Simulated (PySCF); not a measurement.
**Computed vibrations of [Ce(NH2)2]2+**

[Ce(NH2)2]2+ (singlet). PySCF 2.14.0, RKS PBE0, Ce def2-SVP with ECP28, N def2-SVP, H def2-SVP; non-relativistic Hamiltonian with scalar-relativistic core potentials where named; density fitting; no spin-orbit coupling. Central differences of gradients.

```xyz
7

Ce    0.0000    0.0000   -0.2064
N     1.7200    0.0000    0.8651
H     2.2605   -0.8343    1.1543
H     2.2605    0.8343    1.1543
N    -1.7200    0.0000    0.8651
H    -2.2605    0.8343    1.1543
H    -2.2605   -0.8343    1.1543
```

Run from Python with OMP_NUM_THREADS=2. Where DIIS fails, smearing, a level shift and second-order steps follow.
It took 4.6 min on 2 threads of Intel(R) Xeon(R) Processor @ 2.50GHz (Skylake/Cascade Lake), with other jobs on the host.

Problem. What are the harmonic wavenumbers and infrared intensities?

Solution. Modes are labelled in C2v; negative numbers are unstable modes, those under 60 cm⁻¹ near the noise; a finer grid moves soft modes by up to 10 cm⁻¹.
```json
{"cm⁻¹": "-288", "km/mol": "–", "symmetry": "a2"}
{"cm⁻¹": "-165", "km/mol": "–", "symmetry": "b2"}
{"cm⁻¹": "85", "km/mol": "3.9", "symmetry": "a1"}
{"cm⁻¹": "408", "km/mol": "0.0", "symmetry": "a2"}
{"cm⁻¹": "411", "km/mol": "65.2", "symmetry": "b2"}
{"cm⁻¹": "599", "km/mol": "21.0", "symmetry": "b1"}
{"cm⁻¹": "617", "km/mol": "48.3", "symmetry": "a1"}
{"cm⁻¹": "644", "km/mol": "170.2", "symmetry": "b1"}
{"cm⁻¹": "666", "km/mol": "342.7", "symmetry": "a1"}
{"cm⁻¹": "1445", "km/mol": "163.2", "symmetry": "b1"}
{"cm⁻¹": "1453", "km/mol": "39.1", "symmetry": "a1"}
{"cm⁻¹": "3370", "km/mol": "705.5", "symmetry": "b1"}
{"cm⁻¹": "3383", "km/mol": "131.1", "symmetry": "a1"}
{"cm⁻¹": "3462", "km/mol": "0.0", "symmetry": "a2"}
{"cm⁻¹": "3463", "km/mol": "345.6", "symmetry": "b2"}
```

Problem. Is this a minimum?

Solution. No: 2 unstable; the lowest moves the atoms so:
```
Ce   0.00  0.00  0.00
N    0.00 -0.02  0.00
H    0.28  0.02 -0.41
H   -0.28  0.02  0.41
N    0.00  0.02  0.00
H   -0.28 -0.02 -0.41
H    0.28 -0.02  0.41
```
